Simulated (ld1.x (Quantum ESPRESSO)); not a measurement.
**Pseudopotential generation for manganese: TM, LDA (PZ), scalar-relativistic.**

ld1.x (Quantum ESPRESSO) 7.5 input, shortened:

```
&input
   title='Mn', zed=25., rel=1, dft='PZ', iswitch=3,
   config='[Ar] 3d5 4s2 4p0 4f-2'
 /
 &inputp
   pseudotype=2, tm=.true., lloc=0,
   nlcc=.true., rcore=1.55
 /
4
4P  2  1   0.00   0.00  2.25  2.25  0.0
3D  3  2   5.00   0.00  1.75  1.75  0.0
4F  4  3  -2.00   0.45  1.95  1.95  0.0
4S  1  0   2.00   0.00  2.20  2.20  0.0
 &test
   configts(1)='3d5 4s2 4p0'
 /
```

All-electron outer shells of the reference configuration (LDA (PZ), scalar-relativistic, ld1.x):

| shell | level (eV) | outermost node (bohr) | outermost maximum (bohr) |
| --- | --- | --- | --- |
| 3s | -85.40 | 0.34 | 0.74 |
| 3p | -54.49 | 0.31 | 0.75 |
| 3d | -7.01 | – | 0.75 |
| 4s | -5.29 | 1.06 | 2.47 |
| 4p | -1.47 | 1.16 | 3.38 |

Problem. Estimate the cutoffs (Ry, on a coarse ladder) from which the occupation-weighted sum of valence levels, in a spherical-Bessel basis at the reference potential, stays within 10 and 1 mRy of its value at 400 Ry.

Solution. 80 Ry and 140 Ry.

Problem. What does a ghost test show?

Solution. No extra level below or beside the all-electron valence levels (p, d, f, s tested).

Problem. Which valence shell sets the plane-wave cutoff?

Solution. 3d: its level needs 90 Ry to come within 1 mRy, against 18 Ry for 4s.

Its largest configuration-test error is -1499 meV (3d3 4s0 4p0), which is poor. 1 of 9 tests not solved or not reliable.
